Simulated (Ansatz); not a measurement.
B₅N₆⁻, relaxed as a singlet with RKS B3LYP-D4/def2-SVPD in Ansatz, starting from the GFN2-xTB geometry. Force threshold 0.02 eV/Å.

The structure comes from a short search, and lower isomers may exist.

Start:

```xyz
11

B    -0.5535   -1.1371    1.3068
B    -0.7178   -1.4738   -1.3845
B     0.4467    0.9143    1.9449
B     1.0021    2.0524    0.0929
B     0.3430    0.7205   -1.6915
N    -0.8444   -1.7360    0.2222
N     0.8988    1.8482   -1.2068
N    -0.1177   -0.2268    2.2311
N    -0.2053   -0.3942   -2.0654
N    -1.2471   -2.5957   -0.8734
N     0.9952    2.0283    1.4237
```

Estimate the energy that the relaxation releases and the steps that it takes.

0.10 eV, in 8 steps; 71 s on 4 threads of Intel Xeon on a shared host. No frequencies were taken in this run, so the end may be a saddle point.

Does the start keep its bonding and symmetry?

By distances, no bond broke or formed. The bond that changes most is N6–N10, from 1.45 to 1.51 Å (atoms count from 1). Point group Cs at the start, Cs at the end, both within 0.05 Å.

Predict the relaxed structure.


```
atom    x (Å)    y (Å)    z (Å)
  B1  -0.5366  -1.1080   1.2938
  B2  -0.7044  -1.4463  -1.3142
  B3   0.4410   0.9023   1.9166
  B4   0.9798   2.0169   0.0813
  B5   0.3539   0.7328  -1.6882
  N6  -0.8612  -1.7720   0.2502
  N7   0.9124   1.8812  -1.2354
  N8  -0.1104  -0.2338   2.2666
  N9  -0.1918  -0.3897  -2.0512
 N10  -1.2702  -2.6125  -0.9352
 N11   0.9876   2.0290   1.4156
```
Bond lengths: 11 × B–N 1.28 to 1.61 Å; 1 × N–N 1.51 Å.
